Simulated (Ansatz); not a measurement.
One change: `C[Se][GeH2][BH][InH2]` becomes `C[Se][GeH2][F]`.

Ansatz, PBE0-D4/def2-TZVP geometries, multiplicity 1. Each molecule was computed in one conformer, which needn't be the lowest.

Elements past krypton have def2 core potentials. Scalar relativity is left out up to krypton.

```json
{"property": "HOMO–LUMO gap (PBE0/def2-TZVPP) / eV", "`C[Se][GeH2][BH][InH2]`": "4.00"}
{"property": "LUMO energy (PBE/def2-TZVPP) / eV", "`C[Se][GeH2][BH][InH2]`": "-3.60"}
{"property": "LUMO energy (PBE0/def2-TZVPP) / eV", "`C[Se][GeH2][BH][InH2]`": "-2.72"}
{"property": "HOMO energy (ωB97M-V/def2-TZVPP) / eV", "`C[Se][GeH2][BH][InH2]`": "-8.79"}
{"property": "zero-point energy (PBE0-D4/def2-TZVP) / kJ/mol", "`C[Se][GeH2][BH][InH2]`": "203.5"}
{"property": "size of the dipole moment (B3LYP/def2-TZVPP) / D", "`C[Se][GeH2][BH][InH2]`": "2.63"}
```

Question: What does the change do to each property? (Estimate.)

Answer: The calculation gave: 
| property | `C[Se][GeH2][F]` | shift |
| --- | --- | --- |
| HOMO–LUMO gap (PBE0/def2-TZVPP) / eV | 6.61 | 2.61 |
| LUMO energy (PBE/def2-TZVPP) / eV | -1.25 | 2.35 |
| LUMO energy (PBE0/def2-TZVPP) / eV | -0.35 | 2.37 |
| HOMO energy (ωB97M-V/def2-TZVPP) / eV | -9.13 | -0.34 |
| zero-point energy (PBE0-D4/def2-TZVP) / kJ/mol | 147.9 | -55.6 |
| size of the dipole moment (B3LYP/def2-TZVPP) / D | 2.07 | -0.56 |

With PBE0 the HOMO falls by 0.24 eV and the LUMO rises by 2.37 eV, so the gap widens by about 2.61 eV. PBE moves the HOMO by -0.13 eV and ωB97M-V by -0.34 eV. The zero-point energy changes by -55.6 kJ/mol with -12 modes. Dipoles are sizes alone; their direction can turn.

B3LYP here is the variant with VWN-RPA as its local correlation; programs differ in this.

Spin–orbit coupling is left out; it splits and shifts lone-pair levels of the heavy atoms by tenths of an eV.
